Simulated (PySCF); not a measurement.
C4H6ClF, SMILES CC/C(=C\F)Cl. Atoms are numbered in the order given.

```xyz
12

C     -2.2543    -0.2451     0.0324
C     -0.9225    -0.9186    -0.3025
C      0.2702    -0.0685    -0.0051
Cl     0.5343     0.3536     1.6704
C      1.1402     0.4079    -0.9057
F      1.0000     0.1296    -2.2092
H     -2.3004     0.0239     1.0985
H     -3.0950    -0.9205    -0.1867
H     -2.3895     0.6753    -0.5565
H     -0.8286    -1.8621     0.2652
H     -0.8789    -1.1810    -1.3717
H      2.0078     1.0321    -0.6765
```
Charge 0, spin multiplicity 1.

Geometry optimised at r2SCAN-D4/def2-SVP. The structure was generated by enumeration; whether it is a known compound was not checked. One conformer was computed; it need not be the lowest.

All values below come from TDA-PBE/def2-SVPD (PySCF).

Vertical excitations. 

Computed lowest excited states:
| state | energy (eV) | λ (nm) | f | main pairs |
|---|---|---|---|---|
| S1 | 5.57 | 223 | 0.001 | HOMO→LUMO+1 99 % |
| S2 | 6.01 | 206 | 0.039 | HOMO→LUMO+2 81 %, HOMO→LUMO 16 % |
| S3 | 6.52 | 190 | 0.182 | HOMO→LUMO 52 %, HOMO→LUMO+2 17 %, HOMO−2→LUMO 9 % |
| S4 | 6.60 | 188 | 0.002 | HOMO−1→LUMO 99 % |
| S5 | 6.81 | 182 | 0.009 | HOMO→LUMO+3 95 % |
| S6 | 6.96 | 178 | 0.007 | HOMO→LUMO+4 95 % |
| S7 | 7.14 | 174 | 0.021 | HOMO→LUMO+5 92 % |
| S8 | 7.36 | 168 | 0.002 | HOMO−1→LUMO+1 96 % |
| S9 | 7.42 | 167 | 0.044 | HOMO−2→LUMO 69 %, HOMO−3→LUMO 21 % |
| S10 | 7.66 | 162 | 0.004 | HOMO→LUMO+6 90 % |
| T1 | 4.04 | 307 | 0 | HOMO→LUMO 97 % |
| T2 | 5.09 | 244 | 0 | HOMO→LUMO+1 100 % |
| T3 | 5.98 | 207 | 0 | HOMO→LUMO+2 99 % |
| T4 | 6.48 | 191 | 0 | HOMO−1→LUMO 99 % |
Triplets are in the Tamm–Dancoff approximation.
